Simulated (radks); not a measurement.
Values are calculated unless marked as measured or tabulated.
Task: Coherent X-ray form factor from a spherical all-electron density. Code: a radial shooting solver on a logarithmic mesh with Libxc functionals. Model: scalar-relativistic Kohn-Sham, PBE, spin-unpolarised, spherical densities, point nucleus.

sin(theta)/lambda (1/angstrom),f0 (electrons)
0.05,14.853
0.1,14.429
0.15,13.779
0.2,12.976
0.25,12.095
0.3,11.209
0.4,9.611
0.5,8.379
0.6,7.481
0.8,6.215
1,5.157
1.25,3.959
1.5,3.006
2,1.900

The species is in the configuration that NIST lists as its ground one. Which atom or ion scatters so?

Result: The calcium ion Ca5+, [Ne] 3s2 3p3. Extrapolating in s^2 from the first two rows gives f0(0) = 15.0, near the electron count 15; among species with that count, the fall with angle is slower the higher Z, and the table is that of Z = 20; from so few rows the species is fixed only to a neighbour or two.
